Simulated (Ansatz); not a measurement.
`[SiH3][O][Al]([Cl])[Cl]` + `C[O][GeH]([OH])[Cl]` → `C[O][GeH]([Cl])[O][SiH3]` + `[OH][Al]([Cl])[Cl]`  (ligand exchange at the Si–O bond)

Program: Ansatz. Geometries: PBE0-D4/def2-TZVP. ΔE: electronic, gas phase. CBS: MP2 limit from def2 TZ/QZ plus the TZ coupled-cluster correction, frozen cores. DFT in def2-TZVPP. For Ge outer-core shells are correlated without core-valence functions, which leaves a few kJ/mol of doubt a bond. Scalar relativity is left out up to krypton. Each species was taken in one conformer, which may not be the lowest.

```tsv
level	ΔE (kJ/mol)
PBE0-D4	6.0
B2PLYP	9.1
PBE0	9.7
HF/def2-TZVPP	14.6
CCSD(T)/def2-TZVPP	5.8
HF/CBS(def2)	14.7
MP2/CBS(def2)	4.7
CCSD/CBS(def2)	6.8
```

(1) What does CCSD(T)/CBS give? (An estimate is asked.)

Largest T1 diagnostic among the species: 0.012.

## Answers

(1) The calculation gave: +5.2 kJ/mol. The listed levels differ from it by 0.8, 3.9, 4.5, 9.4, 0.6, 9.5, -0.5, 1.6 kJ/mol.

In def2-TZVPP, CCSD(T) changes the Hartree–Fock value by −8.8 kJ/mol (the triples alone add −1.6 kJ/mol) and MP2 by −9.3 kJ/mol. The D4 term adds −6.5 kJ/mol with B3LYP and −3.7 kJ/mol with PBE0; it sums over pairs of atoms, weighted by their polarisabilities, and B3LYP, whose exchange is more repulsive, gets the larger term.

B3LYP here is the variant with VWN-RPA as its local correlation; programs differ in this.
